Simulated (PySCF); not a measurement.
Structure from 2D NMR

Compound of formula C5H6F2O. Correlations simulated from computed shifts and couplings:

HSQC (one-bond C–H):
```
  δH     δC  $^{1}J$(C,H) (Hz)
6.04  123.2                222
2.04   36.6                162
1.83    4.3                221
1.11   36.6                180
```

COSY cross peaks (|J| ≥ 2 Hz):
```
  δH    δH  abs. J (Hz)  bonds
2.04  1.83          4.0      3
```

HMBC (two and three bonds, |J| ≥ 2.5 Hz):
```
  δH                   δC [abs. J in Hz]
2.04  47.8 [5.4], 36.6 [14.9], 4.3 [2.6]
1.83                          36.6 [6.1]
1.11                          36.6 [5.0]
```

Carbons without hydrogens: δ 47.8.

- geometry from PBE0-D3(BJ)/def2-SVP
- J: B3LYP/pcJ-1 (spin–dipole term only in couplings to heteroatoms)
- NMR shieldings at PBE0/pcSseg-1/GIAO
- program: PySCF 2.14
- fast rotation and ring inversion assumed for equivalent nuclei, non-relativistic Hamiltonian, one computed conformer, no solvent model

Referencing at the same level of theory: $^{1}$H (σref 31.27) and $^{13}$C (σref 184.41) vs TMS.

Exchangeable hydrogens are left out of these lists, and C,H couplings along chains are those of one rotamer, so weak HMBC peaks may be missing or extra.

Assemble the structure.

Results:

SMILES FC(F)O[C@]12C[C@H]1C2.

Atom-mapped SMILES (the numbers label the heavy atoms): `[F:1][CH:2]([F:3])[O:4][C@:5]12[CH2:6][C@H:7]1[CH2:8]2`. Each H is labelled by its parent atom. Ha(C8) is cis to C6 on the ring; Ha(C6) is cis to C8 on the ring; Hb(C8) is trans to C6 on the ring; Hb(C6) is trans to C8 on the ring.

δC 123.2 is C2, an sp3 CH bonded to 2 F and O (δH 6.04). δC 47.8 is C5, a three-membered-ring carbon. δC 36.6 is C6/C8, a three-membered-ring carbon (δH 2.04, 1.11). δC 4.3 is C7, a three-membered-ring carbon (δH 1.83). HMBC from δH 2.04 reaches the proton-free carbon C5. COSY links 2.04–1.83.

This is the structure that produced the data.

Common functionals overestimate the size of one-bond C–F couplings by tens of Hz; these are unscaled. Unscaled 3J(H,H) at this level run about 10 % above measured values. Shifts are as computed. Against solution values, carbons near 30 ppm lie about +2 ppm off and those near 130 ppm about +5 ppm. Of 1211 compounds with measured shifts, 218 miss one by over three times the rms of a fit or turn the order of signals round; such compounds aren't used in these exercises.
